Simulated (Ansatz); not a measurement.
Reaction (ligand exchange at the Si–C bond): `C=C[SiH](Cl)Cl` + HCl → trichlorosilane + ethylene

Isolated molecules relaxed with PBE0-D4/def2-TZVP in Ansatz; ΔE leaves out vibrations. CBS: MP2 limit from def2 TZ/QZ plus the TZ coupled-cluster correction, frozen cores. This one scheme is used for every species. DFT in def2-TZVPP. Each species was taken in one conformer, which may not be the lowest.

Problem. Is it downhill or uphill in electronic energy at CCSD(T)/CBS, and by how much? (Best estimate.)

Solution. Ansatz gave: Downhill: ΔE = -0.87 eV.

Problem. What do these levels give: LDA (SPW92), r2SCAN0-D4, r2SCAN, r2SCANh, LC-ωPBE, CCSD/def2-SVP? (An estimate is asked.)

Solution. Computed: LDA (SPW92) -0.83, r2SCAN0-D4 -0.90, r2SCAN -0.91, r2SCANh -0.91, LC-ωPBE -0.88, CCSD/def2-SVP -0.84 eV.

Problem. What do rigid-rotor, harmonic-oscillator terms from PBE0-D4/def2-TZVP frequencies (298.15 K, 1 bar) make of the CCSD(T)/CBS value? (An estimate is asked.)

Solution. Ansatz gave: ΔZPE = +0.09 eV, ΔH = -0.80 eV, ΔS = -5 J/(mol·K), ΔG = -0.79 eV.

Largest T1 diagnostic among the species: 0.011.

The D4 term adds +0.04 eV with B3LYP and +0.02 eV with PBE0; it sums over pairs of atoms, weighted by their polarisabilities, and B3LYP, whose exchange is more repulsive, gets the larger term. Leaving LDA and LC-ωPBE aside and taking each functional with its dispersion term where it has one, the values, not all of them listed here, spread over 0.07 eV, from B97M-V to revPBE-D4. LDA lies +0.05 eV from PBE without D4.

B3LYP here is the variant with VWN-RPA as its local correlation; programs differ in this.
